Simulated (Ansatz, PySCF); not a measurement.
Bond stretch in Al2, triplet. Each curve is given relative to its own lowest point near equilibrium.

| R / Å | A | B | C |
|---|---|---|---|
| 2.44 | 8.9 | 2.2 | 3.0 |
| 2.57 | 3.8 | 1.4 | 1.4 |
| 2.66 | 1.6 | 1.0 | 1.5 |
| 2.73 | 0.6 | 0.3 | 0.5 |
| 2.80 | 0.1 | 0.0 | 0.1 |
| 2.86 | 0.0 | 0.0 | 0.0 |
| 3.01 | 0.8 | 1.0 | 0.7 |
| 3.17 | 2.8 | 2.9 | 2.3 |
| 3.40 | 5.9 | 6.4 | 5.3 |
| 3.69 | 8.6 | 11.1 | 9.3 |
| 4.12 | 10.8 | 17.6 | 14.4 |
| 4.52 | 12.0 | 22.6 | — |
| 4.92 | 12.8 | 26.7 | — |
| 5.44 | 13.3 | 30.6 | — |
| 6.01 | 13.7 | 33.4 | — |
| 6.62 | 13.8 | 34.8 | — |
| 7.30 | 14.0 | 35.3 | — |
| 8.28 | 14.0 | 35.5 | — |

Energies in kcal/mol.

Assign the columns to these levels of theory: SC-NEVPT2 on CASSCF(6,8)/6-31G, all electrons correlated (PySCF 2.14.0); unrestricted Hartree-Fock/LANL2DZ, with its core potentials past Ne (PySCF); Ansatz (a quantum-chemistry and plane-wave program) with unrestricted PBE/6-31G.

A is UHF/LANL2DZ; B is UKS-PBE; C is NEVPT2.

A dash means that the run gave no value there, or that the column was ended at a point which the program doubted or which failed a test of continuity chosen for this set; such a test can also cut sound points.

The scan ran from 2.05 to 8.28 Å; beyond the distances shown one of the unrestricted levels run for this scan, shown here or not, changes its spin distribution in one step. The unrestricted determinant behind UHF/LANL2DZ is spin-contaminated at 2.44 Å (<S²> up to 2.3, against 2.00 for a pure triplet). The natural occupations jump between 2.57 and 2.66 Å in the active space behind NEVPT2.
